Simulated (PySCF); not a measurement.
C4H7NSi, SMILES C#CC(=C)[SiH2]N. Atoms are numbered in the order given.

```xyz
13

C     -1.2201     2.2895     0.6346
C     -1.0849     1.1053     0.3925
C     -0.8238    -0.2607     0.0708
C     -1.7113    -1.2472     0.3180
Si     0.8670    -0.6277    -0.7173
N      2.2425    -0.1201     0.2048
H     -1.3663     3.3298     0.8545
H     -2.6883    -1.0505     0.7718
H     -1.4793    -2.2867     0.0670
H      0.9349     0.0906    -2.0202
H      0.9181    -2.1067    -0.8998
H      2.4737     0.8692     0.2243
H      2.4128    -0.5374     1.1158
```

Coordinates come from a B3LYP-D3(BJ)/def2-SVP optimisation. This is a generated structure with no PubChem entry under its InChIKey; it may be hypothetical. One conformer was computed; it need not be the lowest.

Two levels are set side by side: PBE/pcSseg-1 (PySCF) and HF/pcSseg-1 (PySCF). GIAO shifts against NH3 (¹⁵N), TMS (²⁹Si), TMS (¹H), TMS (¹³C) at the same level; non-relativistic, no solvent, atoms listed together averaged. Differences are taken from unrounded values.

```json
[
 {"quantity": "δ(¹³C) of C1 (ppm)", "PBE": "93.4"},
 {"quantity": "δ(¹³C) of C2 (ppm)", "PBE": "91.2"},
 {"quantity": "δ(¹³C) of C3 (ppm)", "PBE": "143.0"},
 {"quantity": "δ(¹³C) of C4 (ppm)", "PBE": "146.6"},
 {"quantity": "δ(²⁹Si) of Si5 (ppm)", "PBE": "-28.5"},
 {"quantity": "δ(¹⁵N) of N6 (ppm)", "PBE": "20.0"},
 {"quantity": "δ(¹H) of H7 (ppm)", "PBE": "3.67"}
]
```

**Question.** These are the PBE values. What does HF give? (Estimate from the structure and the level; the computed values follow.)

**Answer.** 
```tsv
quantity	HF	PBE minus HF
δ(¹³C) of C1 (ppm)	98.1	-4.7
δ(¹³C) of C2 (ppm)	78.0	13.2
δ(¹³C) of C3 (ppm)	141.7	1.3
δ(¹³C) of C4 (ppm)	152.6	-6.0
δ(²⁹Si) of Si5 (ppm)	-28.9	0.4
δ(¹⁵N) of N6 (ppm)	7.2	12.8
δ(¹H) of H7 (ppm)	4.25	-0.58
```

Rough cost on one machine, each run with all the roots and properties that it gave: HF against PBE within a factor of 2.
